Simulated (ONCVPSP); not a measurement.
**sulfur (S): one change to an ONCV potential, before and after**

ONCVPSP 4.0.1 input, shortened (lines: element, Z, core and valence counts, functional; n l f; lmax; l rc ep ncon nbas qcut; lloc lpopt rc5 dvloc0; l nproj debl; icmod fcfact rcfact), LDA (Perdew-Zunger), scalar-relativistic:

```
  S 16.00    3    2        3      upf
    1    0    2.00
    2    0    2.00
    2    1    6.00
    3    0    2.00
    3    1    4.00
    1
    0    1.30    0.00    4    7    4.30
    1    1.60    0.00    4    8    5.00
    4    5    0.85    4.00
    0    2    1.40
    1    2    3.60
    0    0.00    0.00
```

Change: p: rc 2.16.

Cutoffs: the cutoffs (Ha) at which the residual kinetic energy of the hardest occupied pseudo-wave falls to 1 and 0.1 mHa per electron; they do not see the model core or the augmentation charge, which bear on the density cutoff. Errors are all-electron minus pseudo energies relative to the spin-unpolarised reference configuration.

Q: How do hardness, ghosts and transferability respond?

A: The potential gets neither clearly harder nor softer (23 Ha and 55 Ha → 23 Ha and 55 Ha); of the 4 tests that both files solve, the error grows in 0 and shrinks in 3 by more than 15 % and 0.3 meV (median size 11.6 → 6.5 meV); neither file shows a bound ghost. That the errors move this way runs against the usual rule that smaller radii transfer better.

```tsv
quantity	base	changed
cutoff, loose	23 Ha	23 Ha
cutoff, tight	55 Ha	55 Ha
loose cutoff by channel	s 23 Ha, p 5.9 Ha	s 23 Ha, p 6.2 Ha
bound ghosts	none	none
GHOST(+) flags under 300 eV	s at 121.0 eV	s at 121.0 eV
error for 3s2 3p3, meV [ΔE 11.86 eV]	+1.8	+0.6
error for 3s2 3p2, meV [ΔE 34.24 eV]	+21	+12
error for 3s2 3p1, meV [ΔE 68.39 eV]	+97	+63
error for 3s2 3p3.5, meV [ΔE 4.71 eV]	0.0	-0.2
s: phases at 1.32 bohr within 0.05 rad from the reference energy up to (Ha; the scan ends near 5)	3.9	3.9
```
